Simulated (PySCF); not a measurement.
Molecule: SMILES C1(CCCC)CC1, C₇H₁₄.

Molfile (atoms numbered from 1):
```
C7H14
     RDKit          3D

 21 21  0  0  0  0  0  0  0  0999 V2000
   -3.2363   -0.0818   -0.5198 C   0  0  0  0  0  0  0  0  0  0  0  0
   -2.0066   -0.6507    0.1693 C   0  0  0  0  0  0  0  0  0  0  0  0
   -0.7478    0.1737   -0.0611 C   0  0  0  0  0  0  0  0  0  0  0  0
    0.4890   -0.3867    0.6280 C   0  0  0  0  0  0  0  0  0  0  0  0
    1.7320    0.4295    0.3814 C   0  0  0  0  0  0  0  0  0  0  0  0
    2.5404    0.2174   -0.8655 C   0  0  0  0  0  0  0  0  0  0  0  0
    3.0915   -0.1948    0.4690 C   0  0  0  0  0  0  0  0  0  0  0  0
   -3.0892   -0.0182   -1.6101 H   0  0  0  0  0  0  0  0  0  0  0  0
   -3.4607    0.9356   -0.1606 H   0  0  0  0  0  0  0  0  0  0  0  0
   -4.1283   -0.7014   -0.3405 H   0  0  0  0  0  0  0  0  0  0  0  0
   -1.8305   -1.6842   -0.1787 H   0  0  0  0  0  0  0  0  0  0  0  0
   -2.1932   -0.7318    1.2550 H   0  0  0  0  0  0  0  0  0  0  0  0
   -0.9204    1.2088    0.2861 H   0  0  0  0  0  0  0  0  0  0  0  0
   -0.5519    0.2539   -1.1455 H   0  0  0  0  0  0  0  0  0  0  0  0
    0.3046   -0.4581    1.7153 H   0  0  0  0  0  0  0  0  0  0  0  0
    0.6642   -1.4225    0.2849 H   0  0  0  0  0  0  0  0  0  0  0  0
    1.6620    1.4674    0.7282 H   0  0  0  0  0  0  0  0  0  0  0  0
    2.9767    1.0864   -1.3650 H   0  0  0  0  0  0  0  0  0  0  0  0
    2.2164   -0.5730   -1.5498 H   0  0  0  0  0  0  0  0  0  0  0  0
    3.1452   -1.2646    0.6923 H   0  0  0  0  0  0  0  0  0  0  0  0
    3.9093    0.3903    0.8978 H   0  0  0  0  0  0  0  0  0  0  0  0
  1  2  1  0
  2  3  1  0
  3  4  1  0
  4  5  1  0
  5  6  1  0
  6  7  1  0
  7  5  1  0
  1  8  1  0
  1  9  1  0
  1 10  1  0
  2 11  1  0
  2 12  1  0
  3 13  1  0
  3 14  1  0
  4 15  1  0
  4 16  1  0
  5 17  1  0
  6 18  1  0
  6 19  1  0
  7 20  1  0
  7 21  1  0
M  END
```

Geometry PBE0-D3(BJ)/def2-SVP throughout; GIAO in PySCF 2.14, gas phase, one conformer, non-relativistic; equivalent atoms averaged; functional PBE0.

For orientation, 6-31G* gives these shifts δ (against TMS at the same level): C2 24.9, C5 12.9, C6/C7 7.0, H13/H14 1.50, H15/H16 1.20, H11/H12 1.34, H8/H9/H10 1.00, H18/H21 0.52, H19/H20 0.17 ppm.

A run gave: C2 25.4, C5 12.7, C6/C7 6.0, H13/H14 1.17, H15/H16 0.91, H11/H12 1.05, H8/H9/H10 0.86, H18/H21 0.28, H19/H20 -0.11 ppm (shifts δ (against TMS at the same level)).

Problem. Which basis set was used in that run?
A. def2-SVP
B. pcSseg-0
C. 6-31G
D. aug-cc-pVDZ

Solution. A. H18/H21 tells them apart best: def2-SVP gives 0.28, 6-31G gives 0.64, pcSseg-0 gives 0.65, aug-cc-pVDZ gives 0.44 ppm.
